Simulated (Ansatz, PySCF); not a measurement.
Molecule: CNO, charge -1, multiplicity 1. 
Coordinates optimised at B3LYP-D3(BJ)/def2-TZVP (Ansatz, a quantum-chemistry and plane-wave program):
```
C
N 1 1.1864
O 1 1.2258 2 180.00
```
Charge -1, spin multiplicity 1.

Total electronic energies in hartree. Valence correlation only, unless marked. No spin-orbit coupling. Non-relativistic. Basis-set limits of correlation are two-point, X^-3; Hartree-Fock from the larger set.

```
level                                        program  energy (Eh)
------------------------------------  --------------  -----------
HF/def2-TZVPD                                  PySCF   -167.27902
SVWN5/def2-TZVPD                              Ansatz   -166.89515
PBE/def2-TZVPD                                Ansatz   -168.02206
revPBE/def2-TZVPD                             Ansatz   -168.15937
M06-L/def2-TZVPD                               PySCF   -168.17719
PBE0/def2-SVP                                 Ansatz   -167.79548
PBE0-D4/def2-TZVPD                    Ansatz + dftd4   -168.01227
CAM-B3LYP-D4/def2-TZVPD               Ansatz + dftd4   -168.13874
wB97X-V/def2-TZVPD                            Ansatz   -168.14237
MP2/cc-pwCVTZ                                 Ansatz   -167.85899
RI-MP2/aug-cc-pVQZ                            Ansatz   -167.91778
RI-MP2/cc-pVQZ                                Ansatz   -167.90678
RI-MP2/CBS(aug-cc-pVTZ,aug-cc-pVQZ)           Ansatz    -167.9445
SCS-MP2/aug-cc-pVTZ                           Ansatz   -167.85281
SCS-MP2/aug-cc-pVQZ                           Ansatz   -167.90283
CCSD/STO-3G                                   Ansatz   -164.99153
CCSD/6-31G*                                   Ansatz   -167.65766
CCSD/aug-cc-pVQZ                              Ansatz   -167.90283
CCSD/CBS(aug-cc-pVTZ,aug-cc-pVQZ)             Ansatz    -167.9254
CCSD(T)/STO-3G                                Ansatz   -165.00580
CCSD(T)/cc-pVDZ                               Ansatz   -167.68990
CCSD(T)/cc-pwCVTZ                             Ansatz   -167.88045
CCSD(T)/CBS(aug-cc-pVTZ,aug-cc-pVQZ)          Ansatz    -167.9602
```

Totals of different functionals don't rank their quality; only differences between species are comparable.
